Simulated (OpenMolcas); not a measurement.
Xe+: thermal populations, the spin-orbit constant, worked from levels

| Property | Result |
| --- | --- |
| Program | OpenMolcas 26.06 |
| Basis | ANO-RCC [10s9p8d5f3g] |
| Scalar Hamiltonian | DKH2, point nucleus |
| Active space | 7 electrons in 9 orbitals (RAS2 5s 5p; RAS3 5d, at most 2 electrons) |
| State averaging | 2S+1 = 2 odd, 3 roots; 2S+1 = 2 even, 1 root |
| Spin-orbit coupling | RASSI with atomic mean-field integrals over the reference wave functions, term energies averaged over their components |

Methods: RASSCF; SS-RASPT2, IPEA 0.25 Eh, imaginary shift 0.1 Eh (closed shells correlated: 4d). Measured levels: NIST Handbook of Basic Atomic Spectroscopic Data.

**Thermal populations.** Z = Σ (2J + 1) exp(-E/kT) with k = 0.695035 cm-1/K, over the levels below. No other level of either list lies under 90000 cm-1, which is above 7 kT at each temperature.

```
          Level  2J + 1  SS-RASPT2  measured
5s² 5p⁵ ²P°_3/2       4        0.0       0.0
5s² 5p⁵ ²P°_1/2       2       9468     10537
```

```csv
T (K),"Z, SS-RASPT2","Z, measured levels","Ground level (%), SS-RASPT2","Ground level (%), measured levels"
5000,4.131,4.096,96.8,97.6
8000,4.364,4.301,91.7,93.0
12000,4.643,4.565,86.2,87.6
```

At 12000 K, kT = 8340 cm-1, and the computed levels give Z = 4.000 + 0.643 = 4.643.

**The spin-orbit constant.** For the Hund term ²P° of p5, E(J) = (A/2) J(J+1) + constant and ζ = -2S·A = -A. From J = 1/2 to J = 3/2 the energy changes by 1.5 A.

| Source | E(3/2) - E(1/2) | A | ζ |
| --- | --- | --- | --- |
| RASSCF | -9467.5 | -6311.7 | 6312 |
| SS-RASPT2 | -9467.5 | -6311.7 | 6312 |
| measured | -10537.0 | -7024.7 | 7025 |

All in cm-1. SS-RASPT2 is off by -10.1 % and RASSCF by -10.1 %. Both methods take the spin-orbit matrix elements from the reference wave functions, so the second can move ζ only through the term energies and any multistate remixing.

Active for correlation alone: 5d; no level in the range computed is led by a configuration that fills it, so any true level of that kind is missing. Computed and measured levels are paired by configuration, term and J; levels that our copy of the source lacks, or whose pairing is in doubt (as where it misses far off the trend of its configuration), stay unpaired and out of the deviations. Only configurations of the active space appear.

° marks odd parity.
